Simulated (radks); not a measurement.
The numbers below are computed, except where a source is named.
Spherical quantum dot in the effective-mass picture: electrons in a parabolic well V = omega^2 r^2 / 2 with omega = 1.64, with a point charge +1 (a donor) at the centre, all in effective atomic units (hartree* = m*/eps^2 hartree, bohr* = eps/m* bohr), one dielectric constant everywhere. Level of theory: non-relativistic Kohn-Sham, LDA (Slater exchange, Perdew-Wang correlation), spin-polarised, spherical densities (a radial shooting solver with Libxc functionals). Levels are named by radial order and angular momentum (1s, 1p, 1d, 2s, ...), and open shells are averaged over m.

N = 11, configuration 1s2 1p6 1d(up 1, down 0) 2s2. This is the lowest configuration that the search found. Occupied and some empty levels:

level    occupation  eigenvalue (hartree*)  <r> (bohr*)
1s up             1                 8.7048       0.9869
1s down           1                 8.7252       0.9822
1p up             3                 9.9816        1.374
1p down           3                 10.013        1.373
2s up             1                 11.061        1.408
2s down           1                 11.085        1.412
1d up             1                 11.186        1.610
1d down           0                 11.219        1.611
1f up             0                 12.449        1.798
1f down           0                 12.482        1.800
2p up             0                 12.618        1.637
2p down           0                 12.639        1.639
1g up             0                 13.772        1.960
1g down           0                 13.802        1.963

Energy (hartree*): total 72.1030, kinetic 18.265, external 19.536, Hartree 40.602, exchange-correlation -6.3007.
